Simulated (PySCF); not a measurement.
Compound: C4H4FOSi (doublet state).
Numbering: `[O:1]=[C:2]1[CH:3][C:4]([SiH2:5][F:6])=[CH:7]1` (hydrogens: H8 on C3; H9, H10 on Si5; H11 on C7)

Cartesian coordinates in Å at the GFN2-xTB level; atoms count from 1:
```xyz
11
C4H4FOSi angstrom
O     -3.1853    0.1505    0.5603
C     -2.0092    0.0775    0.3551
C     -0.8965    1.0396    0.0645
C      0.0023   -0.0368    0.0013
Si     1.8503   -0.1456   -0.3239
F      2.3523    1.3622   -0.5609
C     -0.9876   -1.0039    0.2707
H     -0.8080    2.1002   -0.0519
H      2.5574   -0.6197    0.8542
H      2.1208   -0.8514   -1.5656
H     -0.9911   -2.0698    0.3703
```

The hyperfine couplings belong to this conformer and change with its torsions.

Level of theory: PySCF 2.14.0, UKS B3LYP, pcH-1 on C F H O Si, non-relativistic, mean-field spin-orbit, GIAO. Isolated species at its GFN2-xTB geometry (one conformer only). A GFN2-xTB geometry isn't a minimum of the functional, and hyperfine couplings can be far from their values at a DFT geometry. No stability test was run, so a lower SCF solution isn't excluded. ⟨S²⟩ is 0.776 where a pure state has 0.75.

(1) What is the g tensor, term by term?

(2) How much does each term add to the isotropic shift?

(3) At 9.392 GHz, how far is the centre of the isotropic spectrum from where a free electron (g = 2.002319) resonates?

(4) What effective moment and Curie constant follow for a powder?

(5) In a frozen sample, at which fields do the three g values resonate at 9.5, 34, 94 and 263 GHz (hyperfine left aside), and which band first spreads them over more than twice a line width of 0.5 mT?

Answers

(1) 
| Δg (ppm) | 1 | 2 | 3 |
| --- | --- | --- | --- |
| relativistic mass correction | -144 | -144 | -144 |
| gauge correction | -7 | 33 | 25 |
| orbital Zeeman/spin–orbit | -54 | 856 | 1117 |
| total | -205 | 745 | 998 |

So g = 2.00211, 2.00306, 2.00332 and g_iso = 2.00283; the tensor is rhombic: the two nearest values differ by 21 % of g3 − g1. Axes: g2 points within 14° of the C3–H8 bond.

(2) The orbital-Zeeman/spin–orbit term 640, the mass correction -144 and the gauge correction 17 ppm, for a total of 513 ppm. The orbital-Zeeman/spin–orbit term is the largest in size. The mass correction is the same along every axis, so the anisotropy comes from the other two: their spans along these axes are 40 (gauge) and 1171 ppm (orbital Zeeman/spin–orbit).

(3) B = hν/(g μB) with μB/h = 13.99624 MHz/mT gives 335.13 mT for the free electron and 335.04 mT at g_iso, 0.09 mT lower.

(4) With the mean of g² = 4.0113 and S(S+1) = 0.75: μ_eff = √(⟨g²⟩S(S+1)) = 1.735 μB and χT = 0.12505·⟨g²⟩·S(S+1) = 0.376 cm³ K/mol (cgs; spin-Hamiltonian part alone).

(5) 
```csv
band,GHz,B(g3) mT,B(g2) mT,B(g1) mT,spread mT
X,9.5,338.81,338.86,339.02,0.20
Q,34.0,1212.60,1212.75,1213.33,0.73
W,94.0,3352.48,3352.91,3354.50,2.02
J,263.0,9379.82,9381.01,9385.46,5.64
```

The spread grows in proportion to the frequency. W band is the first where it exceeds 1.0 mT.

Largest spin populations (Mulliken): C7 (+0.70), C3 (+0.67), C4 (-0.25) and C2 (-0.09). The angles at C7 add up to 360.0°, so it is planar; its axial dipolar tensor and the negative coupling of its proton fit spin in a p orbital normal to that plane.

The HOMO–LUMO gaps are 3.77 eV among the α and 4.61 eV among the β orbitals.

The run took 91 s wall, 66 s CPU (with the writing of density and orbital grids) on one thread of an x86-64 server, on a shared host.
